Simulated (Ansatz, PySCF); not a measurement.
This singlet lies 1.52 eV below the relaxed triplet at the level frozen-core CCSD(T)/cc-pVTZ // PBE0-D4/def2-SVP (Ansatz, a program for electronic structure).

Excitations are Tamm–Dancoff values on a coarser integration grid. The basis has no diffuse functions, so Rydberg states are missing or too high.

Cartesian coordinates (Å):
```xyz
5

C      0.8128    -0.5220     0.0714
N     -0.4064    -0.0602     0.0039
H      1.4806     0.3674    -0.0325
H     -1.1941    -0.7032     0.0762
H     -0.6929     0.9179    -0.1190
```
Charge 0, spin multiplicity 1.

Q: Give the HOMO, brightest of the four lowest singlets (TDA), LUMO, dipole moment, S1 oscillator strength, S1 excitation (TDA), total energy and HOMO–LUMO gap at the level PBE0-D4/def2-TZVP // PBE0-D4/def2-SVP (PySCF).

A: 
The HOMO comes out as -5.99 eV. The brightest of the four lowest singlets (TDA) is 7.97 eV and the LUMO comes out as -0.39 eV. The dipole moment is 3.56 D and the S1 oscillator strength comes out as 0.021. The S1 excitation (TDA) comes out as 3.80 eV, the total energy is -94.4953 Ha and the HOMO–LUMO gap is 5.61 eV.
